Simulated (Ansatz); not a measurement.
`C=[N][AlH][SH]` + H–F → `[F][AlH][SH]` + `C=N` at 400 K and 1 bar (ligand exchange at the Al–N bond).

Program: Ansatz. Geometries: PBE0-D4/def2-TZVP. ΔE: electronic, gas phase. CCSD(T)/CBS is the MP2 limit (def2-TZVPP, def2-QZVPP) plus CCSD(T) − MP2 in def2-TZVPP, frozen cores. This one scheme is used for every species. One conformer a species, not always the lowest.

| species | CCSD(T)/CBS energy (Eh) | H − E (kJ/mol) | S (J/(mol·K)) |
| --- | --- | --- | --- |
| `C=[N][AlH][SH]` | -734.98690 | 151.9 | 365.0 |
| H–F | -100.39570 | 36.5 | 182.2 |
| `[F][AlH][SH]` | -740.90186 | 71.8 | 313.9 |
| `C=N` | -94.52360 | 119.4 | 238.9 |

H − E and S are ideal-gas, rigid-rotor, harmonic terms from PBE0-D4/def2-TZVP, for one conformer and one mirror image of each species. 1 Eh = 2625.50 kJ/mol, R = 8.31446 J/(mol·K).

Q: By hand: ΔE, ΔH, ΔS and ΔG.

A: ΔE = (-740.90186) + (-94.52360) − (-734.98690) − (-100.39570) = -0.04286 Eh = -112.5 kJ/mol. Δ(H − E) = 71.8 + 119.4 − 151.9 − 36.5 = 2.8, so ΔH = -109.7 kJ/mol. ΔS = 313.9 + 238.9 − 365.0 − 182.2 = 5.6 J/(mol·K). ΔG = -109.7 − 400 × (5.6)/1000 = -111.9 kJ/mol.

Q: By hand: the equilibrium constant, and the temperature at which ΔG would vanish if ΔH and ΔS stayed fixed.

A: log₁₀ K = −ΔG/(RT ln 10) = 14.6. ΔH and −TΔS have one sign here, so there is no such temperature.

The number of gas molecules stays the same, so ΔS is small and ΔH decides. A doubt of 5 kJ/mol in ΔE shifts log₁₀ K by 0.7 here. Other conformers and mirror images would add mixing entropy, several J/(mol·K) or more a flexible species. These are equilibria of isolated gas molecules and say nothing of rates. Largest T1 diagnostic: 0.013 (customary marks: 0.02 for closed shells, 0.045 for open ones).

ΔS is within the doubt of such terms, so its sign, and with it that verdict, could turn.
